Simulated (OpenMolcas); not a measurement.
## Computed transition rates of neutral tantalum

| Item | Value |
| --- | --- |
| Program | OpenMolcas 26.06 |
| Method | CASSCF |
| Basis | ANO-RCC-VTZP [8s7p5d3f2g1h] |
| Scalar Hamiltonian | DKH2, point nucleus |
| Active space | 5 electrons in 6 orbitals (5d 6s) |
| State averaging | 2S+1 = 4 even, 50 roots; 2S+1 = 6 even, 6 roots kept (CI in the orbitals of an earlier block); 2S+1 = 2 even, 98 roots kept (CI in the orbitals of an earlier block) |
| Spin-orbit coupling | RASSI with atomic mean-field integrals over the reference wave functions, term energies averaged over their components |

Rates come from the transition moments of the reference wave functions (E1 and E2 in the length form). At fixed line strength A goes as λ^-3 for E1 and M1 and as λ^-5 for E2, so a rate at the computed wavelength can be rescaled to the measured one. Measured vacuum wavelengths follow from level energies in NIST Handbook of Basic Atomic Spectroscopic Data. Branching counts decays inside the model space alone, at computed energies, and the table is only a selection of the M1 lines, drawn from those between levels with measured partners whose computed energy lies within a factor of 1.5 of the measured one.

```
                Upper                  Lower  Type  λ computed (nm)  λ measured (nm)  A computed (s-1)  A rescaled (s-1)  Branching %
5d³ 6s² ⁴F_9/2 [67 %]         5d³ 6s² ⁴F_7/2    M1             7507             6035          5.93e-02          1.14e-01        100.0
       5d³ 6s² ⁴F_7/2         5d³ 6s² ⁴F_5/2    M1             5766             5118          2.05e-01          2.93e-01        100.0
       5d³ 6s² ⁴F_5/2         5d³ 6s² ⁴F_3/2    M1             5670             4975          2.20e-01          3.26e-01        100.0
       5d³ 6s² ⁴P_5/2  5d³ 6s² ⁴P_3/2 [74 %]    M1             4654             3140          1.55e-01          5.05e-01         63.0
5d³ 6s² ⁴P_3/2 [74 %]         5d³ 6s² ⁴F_3/2    M1             1701             1648          1.92e-01                           58.1
```

Spin-changing lines and M1 lines between different terms are not rescaled, since their strength hangs on the term gaps too.

The largest correction is for 5d³ 6s² ⁴P_5/2 → 5d³ 6s² ⁴P_3/2 [74 %] (M1): 1.55e-01 × (4654 / 3140)^3 = 5.05e-01 s-1, a factor of 3.26.

No measured rate stands beside these. Rescaling mends the energy factor alone: line strengths can still be far off where a level mixes with configurations outside the active space, and weak or spin-changing lines hang on small mixing coefficients that depend on the term gaps too, so rescaling need not improve them.

Without dynamic correlation excited terms often stand tens of per cent too high (terms of higher spin than the ground term too low), and those without a measured partner can miss by more than the paired ones. Configurations are named by rounded mean occupations; where the s occupation lies near a half they are strongly mixed, a name can repeat and a true partner stay unpaired. Measured partners are found by configuration, term and J. A level has none where our copy of the source lacks it or the pairing is in doubt (some pairs that miss far off the trend of their configuration count as doubtful). Levels of configurations outside the active space are missing.

A share in square brackets marks a mixed level and gives the weight of the term that names it.
